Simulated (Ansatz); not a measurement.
# From Y(NH2)3 to YF3: predicting a member

On one Y centre, n of the NH2 ligands are replaced by F. The HOMO–LUMO gap y in eV at wB97M-V/def2-TZVPP. Shapes: PBE0-D4/def2-TZVP. Flexible molecules stand in one conformer, not always the lowest. Programs: Ansatz 0.2.0.

```
molecule  n  y (eV)
 Y(NH2)3  0    8.78
Y(NH2)2F  1    8.87
Y(NH2)F2  2       ?
     YF3  3   12.01
```

Problem. Fit y = c + s·n to the known rows and predict Y(NH2)F2.

Solution. 
1. Means of the 3 rows: n = 1.33333, y = 9.887.
2. Σ(Δn)² = 4.6667, Σ(Δn·Δy) = 5.3533, so the slope is 5.3533/4.6667 = 1.1471.
3. Intercept: 9.887 − (1.1471) × 1.33333 = 8.358. The largest residual of the fit is 0.64.
4. Y(NH2)F2: 8.358 + (1.1471) × 2 = 10.65 eV.

The run gave 8.93 eV, so the prediction is off by +1.72 eV, more than the largest residual. The steps per swap are uneven (+0.09, +0.06, +3.08), so a line is a poor model. Other levels give for Y(NH2)F2: PBE-D4/def2-TZVPP 3.23; BHLYP-D4/def2-TZVPP 7.06; PBE0-D4/def2-TZVPP 5.32 eV. Orbital gaps aren't excitation energies, and the LUMO depends on the basis. For atoms past krypton def2 sets carry core potentials with scalar relativity.
